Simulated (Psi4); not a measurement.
CaF₂, charge +1, doublet, geometry from GFN2-xTB (such geometries of metal compounds can be far from the true shape) (a state made from the parent by changing its charge; the spin is typed, not shown lowest). Base run: B3LYP/6-31G* (Psi4).

Input for Psi4:
```
memory 2 GB

molecule {
1 2
Ca    0.61694194   -0.10118126   -0.23165458
F    -0.86529860    1.21163076   -0.70157681
F    -0.50568349   -0.98678353    1.21636477
}

set {
  basis 6-31g*
  reference uks
}

energy('b3lyp')
print_variables()
```

Each row names what was changed in the base input (with any setting that the change needs).

```json
[
 {"change": "base", "basis functions": "53", "E (Eh)": "-876.94811", "core-seconds (rough)": "8"},
 {"change": "basis = STO-3G", "basis functions": "23", "E (Eh)": "-867.17796", "core-seconds (rough)": "5"},
 {"change": "basis = 3-21G", "basis functions": "35", "E (Eh)": "-872.50794", "core-seconds (rough)": "6"},
 {"change": "basis = pcseg-1", "basis functions": "52", "E (Eh)": "-876.92318", "core-seconds (rough)": "6"},
 {"change": "basis = def2-SV(P)", "basis functions": "52", "E (Eh)": "-876.78977", "core-seconds (rough)": "5"},
 {"change": "basis = def2-SVP", "basis functions": "52", "E (Eh)": "-876.78977", "core-seconds (rough)": "6"},
 {"change": "basis = 6-31G**", "basis functions": "53", "E (Eh)": "-876.94811", "core-seconds (rough)": "8"},
 {"change": "basis = def2-SVPD", "basis functions": "?", "E (Eh)": "?", "core-seconds (rough)": "9"},
 {"change": "basis = aug-pcseg-1", "basis functions": "?", "E (Eh)": "?", "core-seconds (rough)": "9"},
 {"change": "basis = pcseg-2", "basis functions": "93", "E (Eh)": "-877.13460", "core-seconds (rough)": "10"},
 {"change": "basis = def2-TZVPP", "basis functions": "?", "E (Eh)": "?", "core-seconds (rough)": "10"},
 {"change": "basis = cc-pVQZ", "basis functions": "178", "E (Eh)": "-877.14739", "core-seconds (rough)": "30"},
 {"change": "basis = def2-QZVPP", "basis functions": "?", "E (Eh)": "?", "core-seconds (rough)": "20"}
]
```

Q: Some entries are withheld; supply them.

A: 
- basis = def2-SVPD, basis functions: 73
- basis = def2-SVPD, E (Eh): -876.80914
- basis = aug-pcseg-1, basis functions: 79
- basis = aug-pcseg-1, E (Eh): -876.93586
- basis = def2-TZVPP, basis functions: 98
- basis = def2-TZVPP, E (Eh): -877.12111
- basis = def2-QZVPP, basis functions: 184
- basis = def2-QZVPP, E (Eh): -877.15281

Totals compare only among sets that treat the same electrons; sets with core potentials leave the core out.

Open shells are given as the SCF converged; they aren't shown to be the lowest states, and a large step between rows can be another state.
